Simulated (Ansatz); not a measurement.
A CCSD(T) single point on C₂H₃ClOTe (`ClC1([TeH])CO1`).

```yaml
crystal:
  periodic: [false, false, false]
  atoms:
    - {symbol: Cl, position_ang: [-1.330782, -0.059752, 1.543084]}
    - {symbol: C, position_ang: [-0.133352, 0.059093, 0.257599]}
    - {symbol: Te, position_ang: [1.885559, 0.251320, 0.934573]}
    - {symbol: C, position_ang: [-0.402993, -0.618503, -1.006396]}
    - {symbol: O, position_ang: [-0.537434, 0.793609, -0.842097]}
    - {symbol: H, position_ang: [1.527268, 1.612594, 1.807368]}
    - {symbol: H, position_ang: [0.421470, -0.934869, -1.640310]}
    - {symbol: H, position_ang: [-1.337634, -1.160692, -1.109620]}
basis:
  gaussian: {orbitals: def2-SVP}
correlation: {method: ccsd_t}
```

```sh
$ ansatz run in.yaml --threads 4 --pin off --events-out ev --progress --plain --max-ram 10444MiB
```

Log, shortened:

```
Functional definition: HF
1067 factors; integrals over basis functions are off by at most 1.4e-3 eV
mean field evaluation 1: about -23902.3580 eV, gradient 3.0e1 eV
mean field evaluation 2: about -23902.3701 eV, gradient 3.0e1 eV
mean field evaluation 4: about -23904.8200 eV, gradient 3.5e0 eV
mean field evaluation 8: about -23904.8736 eV, gradient 4.4e-4 eV
mean field -23904.87358730 eV, -878.4879010281 hartree, gradient 3.1e-6 eV, S^2 0.000000; 0 other end points of the search recorded, 0 dependent functions left out
12 core orbitals not correlated: weight in the atoms' cores, before any rotation towards them, 1.000 or more for the frozen orbitals, at most 0.000 for the correlated occupied ones
reference -23904.87358730 eV, -878.4879010281 hartree; 20, 20 occupied and 69, 69 virtual orbitals, 1067 factors
second order -19.37300674 eV of doubles, -0.00000000 eV of singles
cycle   1  -19.72963980 eV  change   -3.6e-1 eV  update   1.1e-1
cycle   2  -20.27051755 eV  change   -5.4e-1 eV  update   3.3e-2
cycle   3  -20.39931102 eV  change   -1.3e-1 eV  update   1.7e-2
cycle   4  -20.39386076 eV  change    5.5e-3 eV  update   4.3e-3
cycle   5  -20.39415822 eV  change   -3.0e-4 eV  update   2.3e-3
cycle   6  -20.39457575 eV  change   -4.2e-4 eV  update   7.7e-4
cycle   7  -20.39411449 eV  change    4.6e-4 eV  update   3.6e-4
cycle   8  -20.39400952 eV  change    1.0e-4 eV  update   1.2e-4
cycle   9  -20.39404936 eV  change   -4.0e-5 eV  update   4.8e-5
perturbative correction -0.66612829 eV, -0.0244797632 hartree
Total energy: -23925.93376495 eV, -879.2618482816 hartree
```

Hardware: 4 threads of an Arm Neoverse V1 on a shared host. Wall time 6.5 s, peak host memory 0.49 GiB.

The correlation energy is -21.060 eV, 3.2 % of it from (T); the T1 diagnostic reads 0.0109.
